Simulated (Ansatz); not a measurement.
`N[SiH2][SiH2]F` + H₂S → `N[SiH2]S` + `F[SiH3]`  (cleavage of the Si–Si bond)

Program: Ansatz. Geometries: PBE0-D4/def2-TZVP. ΔE: electronic, gas phase. CCSD(T)/CBS is the MP2 limit (def2-TZVPP, def2-QZVPP) plus CCSD(T) − MP2 in def2-TZVPP, frozen cores. This one scheme is used for every species. DFT in def2-TZVPP. B3LYP here is the variant with VWN-RPA as its local correlation; programs differ in this. HSE06 is defined as in plane-wave codes. Each species was taken in one conformer, which may not be the lowest.

| level | ΔE (eV) |
| --- | --- |
| B97M-V | -0.76 |
| B3LYP-D4 | -0.76 |
| HSE06-D4 | -0.73 |
| revPBE | -0.69 |
| r2SCAN | -0.80 |
| PBE0 | -0.74 |
| r2SCANh | -0.81 |
| LC-ωPBE | -0.76 |

(1) What does CCSD(T)/CBS give? (Estimate.)

Largest T1 diagnostic among the species: 0.011.

Answers

(1) Ansatz gave: -0.82 eV. The listed levels differ from it by 0.06, 0.06, 0.09, 0.13, 0.02, 0.08, 0.01, 0.06 eV.

Leaving LDA and LC-ωPBE aside and taking each functional with its dispersion term where it has one, the values, not all of them listed here, spread over 0.15 eV, from ωB97M-V to PBE-D4. At CCSD(T), def2-SVP lies +0.08 eV from the extrapolated value and def2-TZVPP +0.02 eV.
